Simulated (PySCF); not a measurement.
These are PySCF with M06-2X/def2-TZVP // B3LYP-D3(BJ)/def2-SVP values and carry that method's errors. All species are isolated molecules in the gas phase. One relaxed conformer stands for a flexible species; it need not be the lowest. Delta-SCF ions had no search for a lower state. Excitations are Tamm–Dancoff values on a coarser integration grid. The basis has no diffuse functions, so Rydberg states are missing or too high.

Reference species (SMILES): `FC(F)(CC[C@H]([SiH3])C)F` (Si–C–C–C torsion -63°, C–C–C–C torsion -176°) (neutral, multiplicity 1).

- T1 excitation (TDA): 7.42 eV
- S1 excitation (TDA): 7.97 eV
- S1–T1 gap (TDA): 0.55 eV
- vertical ionisation energy (Delta-SCF): 10.54 eV

After one change: the T1 excitation (TDA) rises by 0.25 eV; the S1 excitation (TDA) rises by 0.26 eV; the S1–T1 gap (TDA) stays essentially unchanged; the vertical ionisation energy (Delta-SCF) increases by 0.05 eV.

What was changed between the two runs? The new species is one of these.
A. `C[C@@H]([SiH3])[C@H](C)C(F)(F)F` (Si–C–C–C torsion 66°)
B. `CC[C@@H](C[SiH3])C(F)(F)F` (C–C–C–C torsion 173°, C–C–C–Si torsion -63°)
C. `CC[C@@](C)([SiH3])C(F)(F)F` (C–C–C–Si torsion 56°)
D. `C[C@@H](CC[SiH3])C(F)(F)F` (C–C–C–C torsion -64°, C–C–C–Si torsion -177°)

A, `C[C@@H]([SiH3])[C@H](C)C(F)(F)F` (Si–C–C–C torsion 66°)
